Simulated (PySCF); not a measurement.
# Ionisation energy of Ag⁴⁵⁺ by level of theory

Ag⁴⁵⁺ 1s2 (1S) → Ag⁴⁶⁺ 1s1 (2S), as a difference of total energies. Computed with PySCF 2.14 in an even-tempered Gaussian basis (17 s from 86 bohr⁻², ratio 2.2; 7 p from 130 bohr⁻², ratio 2.4; 4 d from 390 bohr⁻², ratio 2.4; 3 f from 590 bohr⁻², ratio 2.4; 3 g from 880 bohr⁻², ratio 2.4), with the spin-free X2C one-electron Hamiltonian (Gaussian nucleus). Correlated levels: nothing frozen; virtual orbitals above 40 to 60 times the deepest correlated orbital energy dropped. The calculations carry no spin-orbit coupling.

```tsv
method	ionisation energy (eV)
UHF	30141.6
MP2 (all electrons)	30143.1
SCS-MP2 (all electrons)	30143.4
CCSD (all electrons)	30143.1
```

For this ion Breit and QED terms and the two-electron picture change, all absent here, outweigh the differences among the correlated methods.

With two correlated electrons CCSD is exact in that space.

For comparison: 30097.3 eV (theoretical estimate listed by NIST; NIST Atomic Spectra Database, ionization energies).
